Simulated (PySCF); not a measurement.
# Which determinant of Pb₂⁺ lies lowest?

Unrestricted PBE0; PySCF, scalar-relativistic core potentials, basis sets Pb cc-pVDZ-PP with ECP60. Outer shells of the fragments: Pb+ 5d10 6s2 6p1; Pb 5d10 6s2 6p2.

Followed along the bond (rough minima from three points):

```json
{"2Ms+1": "4", "unpaired": "σ ↑, π ↑↑", "⟨S²⟩ at the start": "3.75", "R at minimum (Å)": "2.94", "Te (eV)": "0.00"}
{"2Ms+1": "2", "unpaired": "π ↑", "⟨S²⟩ at the start": "0.75", "R at minimum (Å)": "3.12", "Te (eV)": "0.22"}
{"2Ms+1": "2", "unpaired": "σ ↑, π ↑↓", "⟨S²⟩ at the start": "1.76", "R at minimum (Å)": "2.95", "Te (eV)": "0.41"}
{"2Ms+1": "2", "unpaired": "σ ↓, π ↑↑", "⟨S²⟩ at the start": "1.76", "R at minimum (Å)": "2.94", "Te (eV)": "0.45"}
{"2Ms+1": "2", "unpaired": "σ ↑", "⟨S²⟩ at the start": "0.75", "R at minimum (Å)": "2.97", "Te (eV)": "0.89"}
```

Solutions found at the starting distance of 2.890 Å, counted from the lowest of them; the search is not exhaustive and high or unbound solutions are not listed, so other states can lie among these:

```
2Ms+1   unpaired   term  E (eV)  ⟨S²⟩  ⟨Lz²⟩
    4  σ ↑, π ↑↑    ⁴Σ⁻    0.00  3.75   0.00
    2        π ↑     ²Π    0.36  0.75   1.00
    2  σ ↑, π ↑↓  mixed    0.41  1.76   2.01
    2  σ ↓, π ↑↑  mixed    0.45  1.76   0.00
    2        σ ↑  mixed    0.91  0.75   2.00
    4  σ ↑, π ↑↑  mixed    1.65  3.76   2.01
    2        π ↑     ²Π    1.68  0.75   1.00
    4      π ↑↑↑     ⁴Π    2.39  3.75   1.00
    4  σ ↑↑, π ↑     ⁴Π    4.08  3.75   1.00
```

A term symbol is given only where ⟨S²⟩ and ⟨Lz²⟩ are close to those of a pure state; real π, δ and φ orbitals otherwise mix terms, and g/u labels are left off.

Compare the gap between the two lowest followed solutions at the starting distance with the gap between their minima.

At PBE0 the second solution (doublet, unpaired electrons π ↑) lies +0.36 eV from the first (quartet, unpaired electrons σ ↑, π ↑↑) at 2.890 Å and +0.22 eV at the minima; the two curves relax by different amounts, since their minima lie near 3.12 and 2.94 Å.

Spin–orbit coupling is left out, which matters for elements this heavy, above all for dissociation energies. Counting both spins, an empty level lies below a filled one in some of these solutions, because spin and occupation are held.
